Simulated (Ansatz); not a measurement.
Relaxation of GaH₃ (4 atoms, charge 0, multiplicity 1), to a largest force component of 0.03 eV/Å in at most 50 steps.

Method: Ansatz 0.2.0, RKS CAM-B3LYP-D4/def2-SVP.

```xyz
4
Properties=species:S:1:pos:R:3
Ga -0.431 -0.004 -0.254
H 1.778 0.001 1.441
H 2.138 0.001 0.821
H -1.906 0.002 -1.097
```

Q: Where does it end, and by what steps?

A: It converged. The force dipped under the threshold on the way, but the program's further checks kept it going. After 13 steps the energy has fallen by 0.368 eV; H2 moved furthest, 0.95 Å.

```json
{"step": "0", "energy less start (eV)": "0.0000", "largest force component (eV/Å)": "1.642", "accepted": "yes"}
{"step": "1", "energy less start (eV)": "-0.2326", "largest force component (eV/Å)": "0.275", "accepted": "yes"}
{"step": "2", "energy less start (eV)": "-0.3174", "largest force component (eV/Å)": "0.209", "accepted": "yes"}
{"step": "3", "energy less start (eV)": "-0.3447", "largest force component (eV/Å)": "0.044", "accepted": "yes"}
{"step": "4", "energy less start (eV)": "-0.3512", "largest force component (eV/Å)": "0.062", "accepted": "yes"}
{"step": "5", "energy less start (eV)": "-0.2934", "largest force component (eV/Å)": "1.792", "accepted": "no"}
{"step": "6", "energy less start (eV)": "-0.3547", "largest force component (eV/Å)": "0.088", "accepted": "yes"}
{"step": "7", "energy less start (eV)": "-0.3550", "largest force component (eV/Å)": "0.473", "accepted": "yes"}
{"step": "8", "energy less start (eV)": "-0.3635", "largest force component (eV/Å)": "0.017", "accepted": "yes"}
{"step": "9", "energy less start (eV)": "-0.3640", "largest force component (eV/Å)": "0.299", "accepted": "yes"}
{"step": "10", "energy less start (eV)": "-0.3673", "largest force component (eV/Å)": "0.007", "accepted": "yes"}
{"step": "11", "energy less start (eV)": "-0.3658", "largest force component (eV/Å)": "0.260", "accepted": "no"}
{"step": "12", "energy less start (eV)": "-0.3677", "largest force component (eV/Å)": "0.008", "accepted": "yes"}
{"step": "13", "energy less start (eV)": "-0.3679", "largest force component (eV/Å)": "0.020", "accepted": "yes"}
```

```xyz
4
Properties=species:S:1:pos:R:3
Ga -0.828 -0.022 -0.767
H 2.682 0.013 1.748
H 2.152 -0.005 1.196
H -2.428 0.014 -1.266
```

Whether the end is a true minimum wasn't checked by a vibrational analysis.

The run took 11 s on 1 thread of Arm Neoverse V2, on a shared host, peak memory 0.092 GiB.
